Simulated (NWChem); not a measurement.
Molecule: AlHSF₂; SMILES [F][Al]([F])[SH]

```xyz
5

Al    -0.0148     0.4591     0.0000
F     -1.4198     1.3176     0.0000
F      1.4205     1.2702     0.0000
S     -0.0683    -1.7141     0.0000
H      1.2788    -1.8342     0.0000
```
Atoms are numbered in this order, from 1.

All runs: NWChem. Pople sets run with spherical d functions. The geometry was optimised at B3LYP/6-31G* (spherical d). B3LYP is NWChem's, with the RPA form of VWN correlation. Vertical excitations in the gas phase; the lowest state need not have the same character in each row.

```
level                                            lowest excitation, singlet (eV)  oscillator strength of that lowest state  orbital gap (eV)
-----------------------------------------------  -------------------------------  ----------------------------------------  ----------------
PBE/6-31+G*, full TDDFT                                               (withheld)                                     0.044        (withheld)
B3LYP/6-31+G*, full TDDFT                                                   5.30                                     0.053              6.33
PBE0/6-31+G*, full TDDFT                                                    5.55                                     0.058              6.89
LDA (Slater exchange, VWN5)/6-31+G*, full TDDFT                             4.90                                     0.043              4.76
```

Q: Fill in the missing entries.

A: 
- PBE/6-31+G*, full TDDFT, lowest excitation, singlet (eV): 4.97
- PBE/6-31+G*, full TDDFT, orbital gap (eV): 4.86
